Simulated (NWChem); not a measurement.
# Lowest excitation of H$_{5}$NTi

```xyz
7

Ti     0.3371    -0.3291     0.0060
N     -0.9861     0.9303     0.0000
H     -0.8271     1.9122     0.2253
H     -1.9657     0.7697    -0.2330
H      1.3981    -0.0005     1.2961
H     -0.2984    -1.9110     0.0158
H      1.1806    -0.0422    -1.4360
```
Charge 0, spin multiplicity 1.

Everything below was run with NWChem. The geometry was optimised at PBE0/def2-SVP, a minimum by its harmonic frequencies.

Basis set: def2-SVP. CR-EOMCCSD(T) is the triples correction to the same EOM-CCSD root.

The correlated methods keep 6 core orbitals frozen. The structure started from a generated list of species. No row is a measurement; the coupled-cluster row has its own basis-set and correlation limits.

Q: One of these methods gave a lowest vertical singlet excitation energy of 4.19 eV. Which?
A) TD-PBE
B) TDA-PBE0
C) CIS

A: C, CIS. The others give 3.18 (TD-PBE), 3.42 (TDA-PBE0).
